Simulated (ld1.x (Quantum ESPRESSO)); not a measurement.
# Al (Z = 13), TM: configuration errors across variants

Al (Z = 13), norm-conserving Troullier–Martins (Kleinman–Bylander form), made with ld1.x (Quantum ESPRESSO) 7.5 (LDA (PZ), scalar-relativistic). Core [Ne], reference 3s2 3p1. Waves: 3s (bound): rc 2.05 bohr; 3d channel at 0.2 Ry: rc 2.35 bohr; 3p (bound): rc 2.85 bohr. Local part: the p channel. Core correction: none.

All-electron excitation energies from the reference (eV): (1) 3s2 3p0 5.847; (2) 3s1 3p0 25.224; (3) 3s2 3p0.5 2.125; (4) 3s0 3p3 10.505; (5) 3s1 3p1 11.666; (6) 3s1 3p2 5.155; (7) 3s2 3p1.3 -0.598; (8) 3s2 3p1 spin -0.136; (9) 3s1 3p0 spin 24.797.

Spin tests fill each open shell by Hund’s rule, majority spin first.

Errors AE − PS in meV (a dash: test not solved or not reliable):

```csv
change,(1),(2),(3),(4),(5),(6),(7),(8),(9),bound ghosts
base,+2.4,+83,+0.3,+34,+20,+7.3,+0.1,+6.6,+216,none
core correction a·sin(br)/r model core inside 1.00 bohr,+0.7,+4.0,+0.1,-7.3,+0.8,-1.8,+0.1,+0.6,+0.8,none
core correction a·sin(br)/r model core inside 1.20 bohr,+0.7,+4.7,+0.1,-6.8,+1.0,-1.7,+0.1,+0.7,+2.6,none
core correction a·sin(br)/r model core inside 1.56 bohr,+0.9,+14,+0.1,-1.0,+3.5,-0.3,+0.1,+1.7,+25,none
core correction a·sin(br)/r model core inside 1.76 bohr,+1.1,+29,+0.1,+7.7,+7.4,+1.6,+0.1,+2.9,+61,none
core correction a·sin(br)/r model core inside 2.38 bohr,+1.9,+71,+0.2,+30,+18,+6.5,+0.1,+5.9,+178,none
```

(1) Give the same row for: core correction a·sin(br)/r model core inside 2.16 bohr.

Results:

(1) +1.6, +60, +0.2, +25, +15, +5.4, +0.1, +5.2, +145; bound ghosts: none.
